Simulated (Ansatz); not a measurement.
CH6AlClSi at its PBE0-D4/def2-TZVP geometry, where that method's forces vanish. Charge 0, multiplicity 1. The bonds changed during the relaxation, so this is another structure than the one it started from.

```xyz
10

Si   -1.2921   -0.0435   -1.4082
Al   -0.3196   -0.2707    0.8249
C     1.6363   -0.1471    0.9750
Cl    1.1699    1.6308    1.2024
H    -1.8072   -1.3506   -1.9137
H    -0.2827    0.4398   -2.3946
H    -2.4374    0.9111   -1.4342
H    -1.1221   -0.5612    2.1600
H     2.2905   -0.1741    0.1076
H     2.1643   -0.4345    1.8808
```

Problem. What forces (eV/Å) does PBE-D4/def2-TZVPP give on these atoms in the Gaussian-basis code of Ansatz? (Best estimate.)

Solution. The calculation gave: 
```
Si1  0.056 -0.002  0.120
Al2 -0.129 -0.055 -0.069
C3  -0.006 -0.130 -0.021
Cl4 -0.041  0.287  0.039
H5  -0.052 -0.122 -0.053
H6   0.092  0.046 -0.103
H7  -0.115  0.090 -0.013
H8  -0.054 -0.014  0.097
H9   0.137 -0.023 -0.177
H10  0.112 -0.077  0.181
```
